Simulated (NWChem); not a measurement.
System: CH3AlCl, doublet; SMILES [CH3][Al][Cl]

Results from NWChem. Spin-unrestricted. Geometry: optimised at B3LYP/6-31G* (spherical d), spin-unrestricted. This spin state was assumed; another may lie lower. No stability test was run on the SCF state.

For level UHF/def2-SVPD:

- lowest empty minus highest occupied level, either spin (eV): 8.89
- dipole (D): 2.32

Problem. What are these values for level UHF/def2-TZVP?

Solution. 
| Property | Value |
|---|---|
| lowest empty minus highest occupied level, either spin (eV) | 9.26 |
| dipole (D) | 2.20 |
